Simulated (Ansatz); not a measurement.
`[F][Ga]([F])[O][SiH3]` + `COC(O)[SeH]` → `[OH][Ga]([F])[O][SiH3]` + `COC(F)[SeH]`  (redistribution)

Program: Ansatz. Geometries: PBE0-D4/def2-TZVP. ΔE: electronic, gas phase. CBS: MP2 limit from def2 TZ/QZ plus the TZ coupled-cluster correction, frozen cores. DFT in def2-TZVPP. For Ga, Se outer-core shells are correlated without core-valence functions, which leaves a few kJ/mol of doubt a bond. Scalar relativity is left out up to krypton. One conformer a species, not always the lowest.

`[F][Ga]([F])[O][SiH3]`:

Cartesian coordinates in Å:
```
F -1.873 0.888 -1.685
Ga -1.727 0.306 -0.058
F -3.170 0.219 0.887
O -0.193 -0.177 0.615
Si 1.383 -0.282 0.156
H 1.884 1.043 -0.295
H 1.534 -1.259 -0.954
H 2.162 -0.737 1.333
```

`COC(O)[SeH]`:

```xyz
11

C     1.312    0.815   -0.610
O     0.658    0.219    0.496
C    -0.401   -0.570    0.136
O    -1.402    0.236   -0.402
Se   -1.017   -1.589    1.711
H     0.662    1.529   -1.120
H     1.640    0.050   -1.325
H     2.185    1.330   -0.213
H    -0.090   -1.347   -0.584
H    -2.186   -0.304   -0.537
H    -1.361   -0.368    2.450
```

`[OH][Ga]([F])[O][SiH3]`:

```xyz
9

O     0.819   -2.237    1.672
Ga    0.064   -0.764    1.072
F    -1.001    0.145    2.119
O     0.351   -0.179   -0.552
Si   -0.102    1.081   -1.498
H     0.572   -2.437    2.578
H    -1.580    1.111   -1.667
H     0.542    0.908   -2.823
H     0.336    2.371   -0.901
```

`COC(F)[SeH]`:

Z-matrix (Å, degrees):
```
C
O 1 1.421
H 1 1.096 2 110.8
H 1 1.088 2 106.5 3 118.9
H 1 1.093 2 111.1 3 -121.9
C 2 1.356 1 113.5 3 56.0
Se 6 1.961 2 110.2 1 -170.5
F 6 1.377 2 111.2 1 72.6
H 6 1.096 2 112.3 1 -46.5
H 7 1.468 6 92.8 2 56.5
```

| level | ΔE (eV) |
| --- | --- |
| ωB97X-V | 0.15 |
| r2SCAN | 0.14 |
| MP2/def2-TZVPP | 0.20 |
| CCSD/def2-TZVPP | 0.16 |

(1) What does CCSD(T)/CBS give? (Best estimate.)

Largest T1 diagnostic among the species: 0.014.

Answers

(1) Ansatz gave: +0.15 eV. The listed levels differ from it by 0.00, -0.01, 0.05, 0.01 eV.
